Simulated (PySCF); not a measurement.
Radial density of Ca⁺ (calcium, charge +1)

UHF, [Ar] 4s1, 2S determinant. Calculation: PySCF 2.14, in aug-cc-pwCVQZ-X2C (11s10p8d6f3g, 150 functions); scalar relativity by spin-free X2C-1e.

| r (bohr) | 4πr²ρ (e/bohr) | 4πr²(ρα − ρβ) |
| --- | --- | --- |
| 0.00100 | 0.08397 | 0.0000 |
| 0.00169 | 0.2206 | 0.0001 |
| 0.00284 | 0.5704 | 0.0002 |
| 0.00478 | 1.434 | 0.0006 |
| 0.00804 | 3.435 | 0.0014 |
| 0.0135 | 7.571 | 0.0031 |
| 0.0228 | 14.48 | 0.0056 |
| 0.0383 | 21.83 | 0.0073 |
| 0.0644 | 22.79 | 0.0038 |
| 0.108 | 17.39 | -0.0013 |
| 0.182 | 21.00 | 0.0130 |
| 0.306 | 23.03 | 0.0158 |
| 0.515 | 8.413 | 0.0063 |
| 0.867 | 7.276 | 0.0584 |
| 1.46 | 4.969 | -0.0093 |
| 2.45 | 0.7515 | 0.2506 |
| 4.12 | 0.2731 | 0.2694 |
| 6.94 | 0.02154 | 0.0215 |
| 11.7 | 6.311e-05 | 0.0001 |

Densities and radii are taken from the X2C orbitals without a picture-change correction, which distorts them close to the nucleus.

Problem. Where is the radial spin density 4πr²(ρα − ρβ) most negative, and why is it negative at all?

Solution. Around r = 1.46 bohr, down to -0.0093 e/bohr: exchange with the open shell polarises the paired shells in an unrestricted calculation.
